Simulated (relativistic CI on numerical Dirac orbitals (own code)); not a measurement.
Calculated at this level of theory: Dirac-Coulomb-Breit CI, KLI orbitals optimised for each configuration, model QED, unscaled Slater integrals (own radial code, finite nucleus).

The strongest absorption lines from the ground level of an ion, among the configurations computed and to levels below about 5750 eV (vacuum wavelength in Å, gf): 2.2781 (0.29), 2.3872 (0.53), 2.8105 (0.32), 2.8559 (0.12), 2.9234 (1.5), 3.0928 (2.1), 3.1263 (0.16), 3.3422 (0.14).

Task: Which ion is it?
A. Ag³⁷⁺
B. Pr⁴⁹⁺
C. Sb⁴¹⁺
D. Sb³⁹⁺

Result: C. Sb⁴¹⁺ has 10 electrons and the ground level 2s2 2p6 1S_0; the strongest line goes to 2s2 2p5 3d 1P°_1. The pattern of lines fixes the number of electrons, and along that sequence the line energies rise steadily with the charge (about as its square where n changes within one kind of shell, about linearly where n is kept but much faster in heavy ions where fine structure, which grows about as Z⁴, sets the gap, and irregularly where shells cross), which fixes Z. Configurations outside the model, such as inner-shell arrays, can give stronger lines. At this charge energies of transitions that change n are usually good to better than 1 %, and those within a shell (Δn = 0) to a few per cent.

LS names give the leading component of a level, which can be under half, so a name can repeat, a term be missing and a line seem to break the LS rules.
